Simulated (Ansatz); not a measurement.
Ansatz results at the PBE0-D4/def2-TZVP geometry: HOMO energy (B3LYP/def2-TZVPP) -8.57 eV; size of the dipole moment (PBE/def2-TZVPP) 2.05 D; LUMO energy (PBE/def2-TZVPP) -0.52 eV.

Each molecule was computed in one conformer, which needn't be the lowest.

Q: Which molecule gave them?
A. `CO[SiH2]F`
B. `CO[SiH3]`
C. `CO[Si](O)(Cl)Cl`
D. `I[Si](I)(I)I`

A: C. The others give `I[Si](I)(I)I`: -7.43, 0.00, -3.32; `CO[SiH3]`: -7.97, 1.04, -0.59; `CO[SiH2]F`: -8.55, 1.53, -0.08.

B3LYP here is the variant with VWN-RPA as its local correlation; programs differ in this.
